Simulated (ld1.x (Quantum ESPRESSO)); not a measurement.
Varying the RRKJ potential for erbium (Er)

Base potential:

ld1.x (Quantum ESPRESSO) 7.5 input, shortened:

```
&input
   title='Er', zed=68., rel=1, dft='PBE', iswitch=3,
   config='[Xe] 4f11 5d1 6s1 6p0'
 /
 &inputp
   pseudotype=2, tm=.false., lloc=0,
   nlcc=.true.
 /
3
5P  2  1   6.00   0.00  1.70  1.70  0.0
5D  3  2   1.00   0.00  2.90  2.90  0.0
5S  1  0   2.00   0.00  1.90  1.90  0.0
 &test
   configts(1)='5s2 5p6 5d1 6s1 6p0'
 /
```

Occupied shells without a wave of their own: 6s. They enter only through the test configuration that unscreens the potential, and ld1.x also counts them in the model core charge.

Cutoffs, loose and tight: the cutoffs (Ry, on a coarse ladder) from which the occupation-weighted sum of valence levels, in a spherical-Bessel basis at the reference potential, stays within 10 and 1 mRy of its value at 400 Ry. They do not see the model core or the augmentation charge, which bear on the density cutoff. Test errors are all-electron minus pseudo excitation energies from the reference, over the configurations 5s2 5p6 5d1 6s2 6p0; 5s2 5p6 5d1 6s0 6p0; 5s2 5p6 5d0 6s0 6p0; 5s2 5p6 5d1 6s0 6p2; 5s2 5p6 5d1 6s1.5 6p0; 5s2 5p6 5d0 6s2 6p1; 5s2 5p6 5d1 6s1 6p1. A dash means not determined; rows that change the core or the reference have their own tests. The largest error is taken over the tests solved by every variant that gives reliable tests at all: 5s2 5p6 5d0 6s0 6p0; 5s2 5p6 5d1 6s0 6p0; 5s2 5p6 5d1 6s1.5 6p0; 5s2 5p6 5d1 6s2 6p0.

With those shells counted twice in exchange and correlation these files are broken, and their errors move erratically; no question is asked of them.

A true bound ghost makes a file unfit for plane-wave use even where its test errors are small: the radial tests pick states by their node count and pass the ghost by. Where a test does run into it, the solver fails or the error is huge.

Cutoffs are not given where the Bessel-basis levels miss the radial ones by over 6 mRy, ghosts where they miss by over 20 mRy; a channel whose overlap is not positive is not tested.

The default core radius of the base comes out at 0.98 bohr.

```tsv
change	outcome	cutoff, loose	cutoff, tight	bound ghosts	largest test error (meV)
base	generated, misses its reference levels by 1.03 eV	50 Ry	80 Ry	none	-2200
wave 5s (bound): rc 1.90 bohr becomes 5s (bound): rc 1.44 bohr	generated	70 Ry	120 Ry	none	-552
type PAW; waves now 5s (bound): rcut 1.65, rcutus 1.90 bohr; 6s (bound): rcut 1.65, rcutus 1.90 bohr; 5p (bound): rc 1.70 bohr; 6p (bound): rc 1.70 bohr; 5d (bound): rcut 2.50, rcutus 2.90 bohr; 5d channel at 0.35 Ry: rcut 2.50, rcutus 2.90 bohr; local potential all-electron potential smoothed inside 2.60 bohr (lloc = -1); augmentation PSQ, radius 1.35 bohr	failed: invmat: error in DGETRF	–	–	–	–
core correction a·sin(br)/r model core inside 1.62 bohr	generated, misses its reference levels by 1.03 eV	50 Ry	80 Ry	none	-2196
core [Kr] 4d10, valence charge 22; reference 4f12 5s2 5p6 5d0 6s1 6p0; waves now 5s (bound): rc 1.50 bohr; 5p (bound): rc 2.25 bohr; 5d (bound): rc 2.40 bohr; 4f (bound): rc 0.80 bohr; local potential all-electron potential smoothed inside 2.05 bohr (lloc = -1); core correction none	failed: compute_phi: phi has nodes before r_c	–	–	–	–
reference 5s2 5p6 5d1 6s2 6p0	generated, misses its reference levels by 0.80 eV	50 Ry	80 Ry	none	-4823
functional PBEsol	generated, misses its reference levels by 1.05 eV	50 Ry	80 Ry	none	-2376
wave 5p (bound): rc 1.70 bohr becomes 5p (bound): rc 1.96 bohr	generated, misses its reference levels by 1.03 eV	40 Ry	55 Ry	none	-2196
all radii but the core radius scaled by about 1.27 (s 2.42, p 2.16, d 3.70 bohr)	generated, misses its reference levels by 3.52 eV	–	–	p	-6588
```
